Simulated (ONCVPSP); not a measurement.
## fluorine (F): one change to an ONCV potential, before and after

fluorine (F), optimised norm-conserving Vanderbilt (ONCV), made with ONCVPSP 4.0.1 (LDA (Perdew-Zunger), scalar-relativistic). Core [He], reference 2s2 2p5. Waves: 2s: rc 0.70 bohr, ncon 4, nbas 7, qcut 11.1 1/bohr, 1 projector; 2p: rc 1.80 bohr, ncon 4, nbas 8, qcut 7.6 1/bohr, 2 projectors, debl 3 Ha. Local part: polynomial inside 0.65 bohr (lpopt 5, dvloc0 3 Ha). Core correction: polynomial model core, fcfact 0.65.

Change: p: qcut 5.8.

Cutoffs: the cutoffs (Ha) at which the residual kinetic energy of the hardest occupied pseudo-wave falls to 1 and 0.1 mHa per electron; they do not see the model core or the augmentation charge, which bear on the density cutoff. Errors are all-electron minus pseudo energies relative to the spin-unpolarised reference configuration.

Q: How do hardness, ghosts and transferability respond?

A: The potential gets neither clearly harder nor softer (56 Ha and 111 Ha → 56 Ha and 111 Ha); the s channel sets the loose cutoff, while the largest relative change is in p, which becomes softer; of the 4 tests that both files solve, the error grows in 4 and shrinks in 0 by more than 15 % and 0.3 meV (median size 486.4 → 752.4 meV); neither file shows a bound ghost.

```tsv
quantity	base	changed
cutoff, loose	56 Ha	56 Ha
cutoff, tight	111 Ha	111 Ha
loose cutoff by channel	s 56 Ha, p 22 Ha	s 56 Ha, p 18 Ha
bound ghosts	none	none
GHOST(+) flags under 300 eV	none	none
error for 2s2 2p4, meV [ΔE 19.56 eV]	+123	+196
error for 2s2 2p3, meV [ΔE 58.07 eV]	+846	+1298
error for 2s2 2p2, meV [ΔE 118.80 eV]	+2884	+4299
error for 2s1 2p5, meV [ΔE 38.21 eV]	-127	-207
s: phases at 0.71 bohr within 0.05 rad from the reference energy up to (Ha; the scan ends near 5)	to the end of the scan	to the end of the scan
p: phases at 1.82 bohr within 0.05 rad from the reference energy up to (Ha; the scan ends near 5)	to the end of the scan	to the end of the scan
rms error of d²Exc/dni dnj with the model core, mHa	0.88	0.69
```
